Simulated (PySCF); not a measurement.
## UHF on C²⁺ (carbon, charge +2)

Configuration: [He] 2s1 2p1, 2s spin antiparallel (an excited configuration). Calculation: PySCF 2.14, in x2c-TZVPPall with one added diffuse shell each of s, p, d type (6s4p3d1f, 40 functions); scalar relativity by spin-free X2C-1e.

- Total energy: -36.112098 hartree
- One-electron energy: -43.9315 hartree
- Hartree (Coulomb) energy: 12.1370 hartree
- Exchange energy: -4.3176 hartree
- ⟨S²⟩: 1.0000
- ⟨L²⟩: 2.005
- Sum of ⟨r⟩: 3.240 bohr
- Sum of ⟨r²⟩: 4.585 bohr²
- Traceless quadrupole moment −½Σ⟨3z² − r²⟩ along its main axis: -0.797 e·bohr²
- Langevin diamagnetic susceptibility: -3.63 ×10⁻⁶ cm³/mol

```
shell  electrons  mean orbital energy (hartree)  rms radius, mean of both spins (bohr)
 1s β          1                      -12.63051                                  0.311
 1s α          1                      -12.58895                                  0.311
 2s β          1                       -1.68524                                   1.50
 2p α          1                       -1.38804                                   1.47
```

With the s spin flipped the determinant is a mixture of two multiplicities, not a spectroscopic state.

Spin-orbit constants ζ (cm⁻¹) from the X2C one-electron operator on these orbitals: bare nucleus, nucleus screened by l(l+1)(2l+1)/3 electrons, and screened by the Breit-Pauli mean field of the electrons.

| shell | bare | screened nucleus | mean field |
| --- | --- | --- | --- |
| 2p | 97.65 | 65.10 | 53.92 |
